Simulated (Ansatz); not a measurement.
`FC(F)C(Cl)I`, 8 atoms. Total charge 0; spin multiplicity 1. Correlated methods include outer-core shells of I, which these sets cover unevenly. I takes the def2 core potential. All runs use 4 threads of an Arm Neoverse V1 on a shared host. Correlated methods freeze the cores.

Q: Give the basis size and wall time and peak host memory of each of these runs in Ansatz. RHF-CCSD(T)/def2-TZVPP energy; RKS ωB97M-V/def2-SVP energy; RKS CAM-B3LYP-D4/def2-TZVPP energy; RKS B3LYP-D4/def2-TZVPP energy and forces; RHF-MP2/def2-QZVPP energy; RKS PBE0-D4/def2-SVP energy; RKS PBE0-D4/def2-TZVP frequencies; RKS r2SCAN-D4/def2-TZVPP energy and forces; RKS PBE0-D4/def2-TZVP relaxation (6 steps); RKS ωB97M-V/def2-QZVPP energy; RHF-CCSD(T)/def2-SVP energy; direct RPA on PBE orbitals/def2-TZVPP energy. (Best estimate.)

A: The calculation gave: Other jobs shared the machine, so times are rough.

| level | job | functions | wall time | peak host memory (GiB) |
| --- | --- | --- | --- | --- |
| RKS PBE0-D4/def2-SVP | energy | 110 | 1.6 s | 0.26 |
| RKS CAM-B3LYP-D4/def2-TZVPP | energy | 244 | 4.7 s | 0.82 |
| RKS r2SCAN-D4/def2-TZVPP | energy and forces | 244 | 6.5 s | 0.37 |
| RKS B3LYP-D4/def2-TZVPP | energy and forces | 244 | 6.5 s | 0.78 |
| RKS ωB97M-V/def2-SVP | energy | 110 | 7 s | 0.38 |
| direct RPA on PBE orbitals/def2-TZVPP | energy | 244 | 8 s | 0.69 |
| RHF-CCSD(T)/def2-SVP | energy | 110 | 14 s | 0.63 |
| RKS ωB97M-V/def2-QZVPP | energy | 440 | 25 s | 2.1 |
| RHF-MP2/def2-QZVPP | energy | 440 | 27 s | 2.6 |
| RKS PBE0-D4/def2-TZVP | relaxation (6 steps) | 223 | 36 s | 0.69 |
| RKS PBE0-D4/def2-TZVP | frequencies | 223 | 3.1 min | 0.71 |
| RHF-CCSD(T)/def2-TZVPP | energy | 244 | 7 min | 5.9 |

B3LYP here is the variant with VWN-RPA as its local correlation; programs differ in this.
